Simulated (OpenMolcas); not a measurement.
Ti3+ (d1) in a complex was computed by CASSCF with the d shell active (OpenMolcas, ANO-RCC-VTZP on the metal). Its lowest spin-free states, and all those of the highest spin:

| 2S+1 | Degeneracy | E (cm-1) |
| --- | --- | --- |
| 2 | 2 | 0.0 |
| 2 | 2 | 11599 |
| 2 | 1 | 21589 |

Is the site octahedral, tetrahedral or cube-like, axial, or of lower symmetry?

The states with 2S+1 = 2 have orbital degeneracies 2, 2, 1. There are pairs but no triples, so the site is axial: not cubic, but with a proper or improper axis of order three or more. The run had Ti3+ with 5 ligands (iodide, oxide on the axis) in trigonal bipyramidal coordination (D3h) at 2.73 Å, the axial distance 1.985 Å. A charge of +0.8 e stands 3.2 Å behind each ligand. Ligand basis ANO-RCC-VDZP.

An orbital doublet at a regular site is open to a Jahn-Teller distortion, which this geometry leaves out. The least metal-like active orbital is 74 % on the metal (Löwdin) and no ligand orbital is active, so the numbers are rough. Ligand-to-metal charge-transfer states are missing. With metal d orbitals alone and no dynamic correlation the field as a rule comes out too small, by tens of per cent, by up to half for chloride and softer ligands. No measured value stands beside these numbers; the geometry was imposed, not optimised, and the real ion may take another.
